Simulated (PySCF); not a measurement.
H3Cl2HfOSi (SMILES [SiH3][O][Hf+]([Cl])[Cl]), charge +1, singlet, at the geometry of the source list (the multiplicity is a formal guess) (core potentials on Hf). Base run: PySCF with DF-HF/def2-SV(P).

The PySCF input:
```python
from pyscf import gto, scf

mol = gto.Mole()
mol.atom = '''
    Hf    0.95880000    0.02130000    1.49190000
    Cl    0.32810000   -0.74760000    3.48090000
    Cl    1.31160000    2.18530000    1.86010000
    O    -0.33520000   -0.11840000    0.17100000
    Si   -0.55710000   -0.29870000   -1.49290000
    H    -0.08010000    0.97970000   -2.05070000
    H    -1.97430000   -0.58950000   -1.66540000
    H     0.34820000   -1.43220000   -1.79480000
'''
mol.basis = 'def2-sv(p)'
mol.ecp = {'Hf': 'def2-sv(p)'}
mol.charge = 1
mol.verbose = 4
mol.build()

mf = scf.RHF(mol)
mf = mf.density_fit(auxbasis='def2-universal-jkfit')
mf.kernel()
mf.analyze()
```

Each row names what was changed in the base input (with any setting that the change needs).

```json
[
 {"change": "base", "ΔE vs base (mEh)": "0.000", "SCF cycles": "11"},
 {"change": "DIIS = ADIIS", "ΔE vs base (mEh)": "0.000", "SCF cycles": "16"},
 {"change": "conv_tol_grad = 1e-7", "ΔE vs base (mEh)": "0.000", "SCF cycles": "15"},
 {"change": "conv_tol = 1e-11", "ΔE vs base (mEh)": "0.000", "SCF cycles": "12"},
 {"change": "solver = newton", "ΔE vs base (mEh)": "0.000", "SCF cycles": "-"},
 {"change": "conv_tol = 1e-7", "ΔE vs base (mEh)": "0.000", "SCF cycles": "9"},
 {"change": "conv_tol = 1e-6", "ΔE vs base (mEh)": "0.000", "SCF cycles": "8"},
 {"change": "diis = off; damp = 0.3 (with mf.diis_start_cycle = 200; with mf.max_cycle = 150)", "ΔE vs base (mEh)": "0.000", "SCF cycles": "18"},
 {"change": "level_shift = 1.0 (with mf.max_cycle = 100)", "ΔE vs base (mEh)": "0.000", "SCF cycles": "26"},
 {"change": "damp = 0.5; diis_start_cycle = 5", "ΔE vs base (mEh)": "0.000", "SCF cycles": "12"},
 {"change": "solver = newton; init_guess = 1e", "ΔE vs base (mEh)": "0.000", "SCF cycles": "-"},
 {"change": "DIIS = EDIIS", "ΔE vs base (mEh)": "0.000", "SCF cycles": "42"},
 {"change": "init_guess = huckel", "ΔE vs base (mEh)": "0.000", "SCF cycles": "11"}
]
```
